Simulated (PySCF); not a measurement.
Electron correlation in Si (silicon, neutral)

[Ne] 3s1 3p3, 3s spin antiparallel (an excited configuration). Computed with PySCF 2.14 in x2c-TZVPPall with one added diffuse shell each of s, p, d type (6s6p4d1f, 51 functions), with the spin-free X2C one-electron Hamiltonian (Gaussian nucleus). Frozen: [Ne]; 4 electrons correlated.

MP2 pair energies summed by pair of shells (mhartree):

```json
{"pair": "3s-3p", "energy": "-84.54", "share (%)": "82.3"}
{"pair": "3p-3p", "energy": "-18.21", "share (%)": "17.7"}
```

Total MP2 correlation energy: -102.75 mhartree.

Same-spin part -18.21 and opposite-spin part -84.54 mhartree; SCS-MP2 scales them by 1/3 and 6/5 to -107.51 mhartree.
